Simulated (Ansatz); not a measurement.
A nudged elastic band was laid between two geometries of AlF2H5OSi (10 atoms, charge 0, multiplicity 1).

These are results of RKS PBE-D4/def2-SVP in Ansatz, not measurements.

* movable images: 7
* climbing image: yes
* spring: 5.0 eV/Å²
* optimiser: quadratic models (default)
* start path: through a guess of the saddle point
* force threshold: 0.05 eV/Å
* iteration limit: 60
* end points: relaxed

Image 0:

```xyz
10
Properties=species:S:1:pos:R:3
Al 0.115 0.008 0.177
H 0.756 -0.088 1.662
F 1.183 0.213 -1.101
O -1.434 -0.644 -0.092
Si -2.776 -1.339 -0.784
H -3.136 -2.602 -0.047
H -3.941 -0.388 -0.708
H -2.527 -1.681 -2.230
F -0.192 1.903 0.822
H 0.249 1.556 1.617
```

Image 8:

```xyz
10
Properties=species:S:1:pos:R:3
Al -0.006 0.591 -0.230
H 0.246 -0.127 1.835
F 1.480 0.013 -0.716
O -1.390 -0.357 -0.423
Si -2.726 -1.290 -0.742
H -2.665 -2.557 0.068
H -3.979 -0.541 -0.377
H -2.778 -1.646 -2.203
F -0.120 2.207 0.181
H 0.234 0.645 1.921
```

(1) What changes between the two ends?

(2) Give the energies along the band, and the barrier.

(3) What is the geometry of the highest image?

## Answers

(1) Bonds broken: Al1–H2, F9–H10. Bonds formed: H2–H10. AlF2H5OSi becomes AlF2H3OSi + H2.

(2) The forces met the threshold. The highest image is number 2 of 0 to 8, 0.004 eV above the first end and 1.070 eV above the last; the last end lies 1.066 eV below the first. The top lies less than 8 meV above the higher end, about what the thresholds resolve: that end is a shoulder or a very shallow well. A vibrational analysis at the climbing image gives one clearly imaginary mode, 283i cm⁻¹: a first-order saddle point. The orbitals stay closed-shell, which can raise the energy where a bond breaks towards radicals; this wasn't checked here.

```json
{"image": "0", "path coordinate (Å)": "0.00", "energy (eV)": "0.000", "Al1–H2 (Å)": "1.62", "F9–H10 (Å)": "0.97", "H2–H10 (Å)": "1.72"}
{"image": "1", "path coordinate (Å)": "0.35", "energy (eV)": "0.000", "Al1–H2 (Å)": "1.62", "F9–H10 (Å)": "0.97", "H2–H10 (Å)": "1.76"}
{"image": "2", "path coordinate (Å)": "0.69", "energy (eV)": "0.004", "Al1–H2 (Å)": "1.67", "F9–H10 (Å)": "1.04", "H2–H10 (Å)": "1.34"}
{"image": "3", "path coordinate (Å)": "1.20", "energy (eV)": "-0.552", "Al1–H2 (Å)": "1.87", "F9–H10 (Å)": "1.51", "H2–H10 (Å)": "0.88"}
{"image": "4", "path coordinate (Å)": "1.70", "energy (eV)": "-1.010", "Al1–H2 (Å)": "2.13", "F9–H10 (Å)": "2.06", "H2–H10 (Å)": "0.78"}
{"image": "5", "path coordinate (Å)": "2.20", "energy (eV)": "-1.057", "Al1–H2 (Å)": "2.18", "F9–H10 (Å)": "2.32", "H2–H10 (Å)": "0.78"}
{"image": "6", "path coordinate (Å)": "2.69", "energy (eV)": "-1.063", "Al1–H2 (Å)": "2.20", "F9–H10 (Å)": "2.33", "H2–H10 (Å)": "0.78"}
{"image": "7", "path coordinate (Å)": "3.19", "energy (eV)": "-1.065", "Al1–H2 (Å)": "2.20", "F9–H10 (Å)": "2.37", "H2–H10 (Å)": "0.78"}
{"image": "8", "path coordinate (Å)": "3.68", "energy (eV)": "-1.066", "Al1–H2 (Å)": "2.20", "F9–H10 (Å)": "2.36", "H2–H10 (Å)": "0.78"}
```

(3) 
```xyz
10
Properties=species:S:1:pos:R:3
Al 0.068 0.078 0.168
H 0.674 0.132 1.718
F 1.217 0.098 -1.049
O -1.445 -0.662 -0.038
Si -2.771 -1.348 -0.775
H -3.084 -2.669 -0.127
H -3.961 -0.439 -0.627
H -2.515 -1.573 -2.242
F -0.169 1.926 0.757
H 0.282 1.395 1.530
```

The run took 5.1 min on 2 threads of Arm Neoverse V1, with other jobs on the host, peak memory 0.15 GiB.
